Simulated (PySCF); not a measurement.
C₂H₅S, charge -1, singlet, geometry from GFN2-xTB (in this run its highest filled SCF level lies above zero, so its values depend strongly on the basis, on diffuse functions most of all), with bond 7-1 at 1.4 times its length; CASSCF(4,4)/STO-3G in PySCF.

Input for PySCF:
```python
from pyscf import gto, scf, mcscf
import numpy

mol = gto.Mole()
mol.atom = '''
    C     1.478516    0.680608   -0.016308
    C    -0.042451    0.783498    0.002695
    S    -0.840178   -0.838090    0.008016
    H    -0.360887    1.341652    0.896628
    H    -0.382751    1.346578   -0.880024
    H     1.949448    1.670861   -0.019357
    H     1.958241   -0.089665    1.209859
    H     1.799483    0.135301   -0.903345
'''
mol.basis = 'sto-3g'
mol.charge = -1
mol.spin = 0
mol.verbose = 4
mol.build()

mf = scf.RHF(mol)
mf.kernel()
mc = mcscf.CASSCF(mf, 4, 4)
mc.fix_spin_(ss=0.0)
mc.kernel()
occ = numpy.linalg.eigvalsh(mc.fcisolver.make_rdm1(mc.ci, mc.ncas, mc.nelecas))[::-1]
ss = mc.fcisolver.spin_square(mc.ci, mc.ncas, mc.nelecas)[0]
print('natural occupations', occ.round(4), ' <S^2>', round(ss, 4))
```

Output, abridged:

```
PySCF version 2.14.0

[INPUT] verbose = 4
[INPUT] num. atoms = 8
[INPUT] num. electrons = 34
[INPUT] charge = -1
[INPUT] spin (= nelec alpha-beta = 2S) = 0
[INPUT] symmetry False subgroup None
[INPUT] Mole.unit = angstrom
[INPUT] Symbol           X                Y                Z      unit          X                Y                Z       unit  Magmom
[INPUT]  1 C      1.478516000000   0.680608000000  -0.016308000000 AA    2.793990310787   1.286162718188  -0.030817653639 Bohr   0.0
[INPUT]  2 C     -0.042451000000   0.783498000000   0.002695000000 AA   -0.080220763714   1.480596639144   0.005092811906 Bohr   0.0
[INPUT]  3 S     -0.840178000000  -0.838090000000   0.008016000000 AA   -1.587706315885  -1.583760567737   0.015148044615 Bohr   0.0
[INPUT]  4 H     -0.360887000000   1.341652000000   0.896628000000 AA   -0.681977591916   2.535354834475   1.694381355617 Bohr   0.0
[INPUT]  5 H     -0.382751000000   1.346578000000  -0.880024000000 AA   -0.723294563903   2.544663625365  -1.663004343044 Bohr   0.0
[INPUT]  6 H      1.949448000000   1.670861000000  -0.019357000000 AA    3.683922814081   3.157469682217  -0.036579428593 Bohr   0.0
[INPUT]  7 H      1.958241000000  -0.089665000000   1.209859000000 AA    3.700539175894  -0.169442292959   2.286302159340 Bohr   0.0
[INPUT]  8 H      1.799483000000   0.135301000000  -0.903345000000 AA    3.400530035811   0.255681834380  -1.707074645995 Bohr   0.0

nuclear repulsion = 96.8516305061887
number of shells = 16
number of NR pGTOs = 72
number of NR cGTOs = 24
basis = sto-3g
ecp = {}

******** <class 'pyscf.scf.hf.RHF'> ********
method = RHF
initial guess = minao
damping factor = 0
level_shift factor = 0
DIIS = <class 'pyscf.scf.diis.CDIIS'>
diis_start_cycle = 1
diis_space = 8
diis_damp = 0
SCF conv_tol = 1e-09
SCF conv_tol_grad = None
SCF max_cycles = 50
direct_scf = True
direct_scf_tol = 1e-13
Set gradient conv threshold to 3.16228e-05
Initial guess from minao.
init E= -470.424965121824
  HOMO = -0.205807744374065  LUMO = 0.223859298828605  gap/eV = 11.69184
cycle= 1 E= -470.501703603806  delta_E= -0.0767  |g|= 0.39  |ddm|= 3.33
  HOMO = 0.258116161060188  LUMO = 0.547156101693796  gap/eV = 7.86518
cycle= 2 E= -470.588350398609  delta_E= -0.0866  |g|= 0.123  |ddm|= 0.875
  HOMO = 0.177910287521304  LUMO = 0.578072470733443  gap/eV = 10.88897
cycle= 3 E= -470.594826810256  delta_E= -0.00648  |g|= 0.0367  |ddm|= 0.216
  HOMO = 0.160911068475134  LUMO = 0.578281157084128  gap/eV = 11.35722
cycle= 4 E= -470.595668741585  delta_E= -0.000842  |g|= 0.00754  |ddm|= 0.0879
  HOMO = 0.161221032297031  LUMO = 0.581110997589271  gap/eV = 11.42579
cycle= 5 E= -470.59571728173  delta_E= -4.85e-05  |g|= 0.00103  |ddm|= 0.0284
  HOMO = 0.161023099635124  LUMO = 0.580944951571093  gap/eV = 11.42666
cycle= 6 E= -470.595718044533  delta_E= -7.63e-07  |g|= 0.000267  |ddm|= 0.00327
  HOMO = 0.160973329135609  LUMO = 0.58101684439174  gap/eV = 11.42997
cycle= 7 E= -470.595718107015  delta_E= -6.25e-08  |g|= 8.08e-05  |ddm|= 0.000884
  HOMO = 0.160973662040915  LUMO = 0.58100939141141  gap/eV = 11.42975
cycle= 8 E= -470.595718117244  delta_E= -1.02e-08  |g|= 2.03e-05  |ddm|= 0.000472
  HOMO = 0.160973021167509  LUMO = 0.581010665636811  gap/eV = 11.42981
cycle= 9 E= -470.595718117825  delta_E= -5.81e-10  |g|= 2.92e-06  |ddm|= 0.000128
  HOMO = 0.160973578802149  LUMO = 0.581010364884576  gap/eV = 11.42978
Extra cycle  E= -470.595718117834  delta_E= -8.87e-12  |g|= 1.38e-06  |ddm|= 9.83e-06
converged SCF energy = -470.595718117834

******** <class 'pyscf.mcscf.mc1step.CASSCF'> ********
CAS (2e+2e, 4o), ncore = 15, nvir = 5
max_cycle_macro = 50
max_cycle_micro = 4
conv_tol = 1e-07
conv_tol_grad = None
orbital rotation max_stepsize = 0.02
orbital rotation threshold for CI restart = 0.01
augmented hessian ah_max_cycle = 30
augmented hessian ah_conv_tol = 1e-12
augmented hessian ah_linear dependence = 1e-14
augmented hessian ah_level shift = 1e-08
augmented hessian ah_start_tol = 2.5
augmented hessian ah_start_cycle = 3
augmented hessian ah_grad_trust_region = 3
kf_trust_region = 3
kf_interval = 4
ci_response_space = 4
ci_grad_trust_region = 3
with_dep4 0
natorb = False
canonicalization = True
sorting_mo_energy = False
ao2mo_level = 2
internal_rotation = False
******** <class 'pyscf.fci.addons.SpinPenaltyFCISolver'> ********
max. cycles = 50
conv_tol = 1e-08
davidson only = True
linear dependence = 1e-12
level shift = 0.001
max iter space = 12
nroots = 1
pspace_size = 400
spin = None
CASCI E = -470.596445396610  S^2 = 0.0000000
Set conv_tol_grad to 0.000316228
macro iter   1 ( 21 JK    4 micro), CASSCF E = -470.596776766718  dE = -3.31370108e-04  S^2 = 0.0000000
               |grad[o]|=0.00223  |grad[c]|=0.00675  |ddm|=0.00184  |maxRot[o]|=0.0906
macro iter   2 ( 21 JK    4 micro), CASSCF E = -470.597709071376  dE = -9.32304658e-04  S^2 = 0.0000000
               |grad[o]|=0.0024  |grad[c]|=0.0622  |ddm|=0.024  |maxRot[o]|=0.179
macro iter   3 ( 21 JK    4 micro), CASSCF E = -470.599629707654  dE = -1.92063628e-03  S^2 = 0.0000000
               |grad[o]|=0.00469  |grad[c]|=0.0488  |ddm|=0.0611  |maxRot[o]|=0.156
macro iter   4 ( 21 JK    4 micro), CASSCF E = -470.601929721873  dE = -2.30001422e-03  S^2 = 0.0000000
               |grad[o]|=0.0102  |grad[c]|=0.0324  |ddm|=0.0444  |maxRot[o]|=0.124
macro iter   5 ( 21 JK    4 micro), CASSCF E = -470.604834315525  dE = -2.90459365e-03  S^2 = 0.0000000
               |grad[o]|=0.012  |grad[c]|=0.0108  |ddm|=0.00832  |maxRot[o]|=0.159
macro iter   6 ( 21 JK    4 micro), CASSCF E = -470.607602699310  dE = -2.76838378e-03  S^2 = 0.0000000
               |grad[o]|=0.0108  |grad[c]|=0.00858  |ddm|=0.00611  |maxRot[o]|=0.159
macro iter   7 ( 21 JK    4 micro), CASSCF E = -470.609169322814  dE = -1.56662350e-03  S^2 = 0.0000000
               |grad[o]|=0.00841  |grad[c]|=0.00891  |ddm|=0.00554  |maxRot[o]|=0.0933
macro iter   8 ( 21 JK    4 micro), CASSCF E = -470.610377775323  dE = -1.20845251e-03  S^2 = 0.0000000
               |grad[o]|=0.00728  |grad[c]|=0.00757  |ddm|=0.00409  |maxRot[o]|=0.124
macro iter   9 ( 21 JK    4 micro), CASSCF E = -470.611494996689  dE = -1.11722137e-03  S^2 = 0.0000000
               |grad[o]|=0.00627  |grad[c]|=0.00841  |ddm|=0.0085  |maxRot[o]|=0.178
macro iter  10 ( 21 JK    4 micro), CASSCF E = -470.613558944544  dE = -2.06394786e-03  S^2 = 0.0000000
               |grad[o]|=0.00697  |grad[c]|=0.0188  |ddm|=0.0157  |maxRot[o]|=0.303
macro iter  11 ( 21 JK    4 micro), CASSCF E = -470.616727377833  dE = -3.16843329e-03  S^2 = 0.0000000
               |grad[o]|=0.0108  |grad[c]|=0.0147  |ddm|=0.017  |maxRot[o]|=0.235
macro iter  12 ( 21 JK    4 micro), CASSCF E = -470.622466023025  dE = -5.73864519e-03  S^2 = 0.0000000
               |grad[o]|=0.00903  |grad[c]|=0.0201  |ddm|=0.0471  |maxRot[o]|=0.213
macro iter  13 ( 21 JK    4 micro), CASSCF E = -470.626755311156  dE = -4.28928813e-03  S^2 = 0.0000000
               |grad[o]|=0.0137  |grad[c]|=0.0138  |ddm|=0.00341  |maxRot[o]|=0.177
macro iter  14 ( 20 JK    4 micro), CASSCF E = -470.627733889857  dE = -9.78578701e-04  S^2 = 0.0000000
               |grad[o]|=0.0108  |grad[c]|=0.0151  |ddm|=0.00524  |maxRot[o]|=0.0517
macro iter  15 ( 21 JK    4 micro), CASSCF E = -470.628182894504  dE = -4.49004647e-04  S^2 = 0.0000000
               |grad[o]|=0.00829  |grad[c]|=0.0133  |ddm|=0.00487  |maxRot[o]|=0.0171
macro iter  16 ( 21 JK    4 micro), CASSCF E = -470.628560653617  dE = -3.77759113e-04  S^2 = 0.0000000
               |grad[o]|=0.00747  |grad[c]|=0.0125  |ddm|=0.00421  |maxRot[o]|=0.0173
macro iter  17 ( 21 JK    4 micro), CASSCF E = -470.628838869044  dE = -2.78215427e-04  S^2 = 0.0000000
               |grad[o]|=0.00679  |grad[c]|=0.012  |ddm|=0.00344  |maxRot[o]|=0.0179
macro iter  18 ( 21 JK    4 micro), CASSCF E = -470.629035726462  dE = -1.96857418e-04  S^2 = 0.0000000
               |grad[o]|=0.00623  |grad[c]|=0.0121  |ddm|=0.0025  |maxRot[o]|=0.0213
macro iter  19 ( 21 JK    4 micro), CASSCF E = -470.629151706946  dE = -1.15980484e-04  S^2 = 0.0000000
               |grad[o]|=0.00577  |grad[c]|=0.0125  |ddm|=0.00228  |maxRot[o]|=0.0227
macro iter  20 ( 21 JK    4 micro), CASSCF E = -470.629263636174  dE = -1.11929228e-04  S^2 = 0.0000000
               |grad[o]|=0.00546  |grad[c]|=0.0131  |ddm|=0.00359  |maxRot[o]|=0.0211
macro iter  21 ( 21 JK    4 micro), CASSCF E = -470.629227958975  dE =  3.56771990e-05  S^2 = 0.0000000
               |grad[o]|=0.00521  |grad[c]|=0.012  |ddm|=0.00442  |maxRot[o]|=0.0185
macro iter  22 ( 20 JK    4 micro), CASSCF E = -470.629820323315  dE = -5.92364341e-04  S^2 = 0.0000000
               |grad[o]|=0.00531  |grad[c]|=0.00771  |ddm|=0.00407  |maxRot[o]|=0.042
macro iter  23 ( 14 JK    4 micro), CASSCF E = -470.630363703649  dE = -5.43380334e-04  S^2 = 0.0000000
               |grad[o]|=0.00391  |grad[c]|=0.00755  |ddm|=0.00408  |maxRot[o]|=0.0577
macro iter  24 ( 12 JK    4 micro), CASSCF E = -470.630453782930  dE = -9.00792810e-05  S^2 = 0.0000000
               |grad[o]|=0.00183  |grad[c]|=0.00307  |ddm|=0.00197  |maxRot[o]|=0.0197
macro iter  25 ( 10 JK    4 micro), CASSCF E = -470.630499154060  dE = -4.53711302e-05  S^2 = 0.0000000
               |grad[o]|=0.00118  |grad[c]|=0.000988  |ddm|=0.000983  |maxRot[o]|=0.0133
macro iter  26 (  3 JK    1 micro), CASSCF E = -470.630507687382  dE = -8.53332199e-06  S^2 = 0.0000000
               |grad[o]|=0.00047  |grad[c]|=0.000459  |ddm|=0.000464  |maxRot[o]|=0.00813
macro iter  27 (  3 JK    1 micro), CASSCF E = -470.630507697891  dE = -1.05089271e-08  S^2 = 0.0000000
               |grad[o]|=9.85e-05  |grad[c]|=3.64e-05  |ddm|=3.83e-05  |maxRot[o]|=0.000233
1-step CASSCF converged in  27 macro (502 JK 102 micro) steps
CASSCF canonicalization
Density matrix diagonal elements [1.97250319 1.9801157  0.02090709 0.02647402]
CASSCF energy = -470.630507697891
CASCI E = -470.630507697891  E(CI) = -3.53843910111971  S^2 = 0.0000000
natural occupations [1.9805 1.9724 0.0265 0.0207]  <S^2> 0.0
```
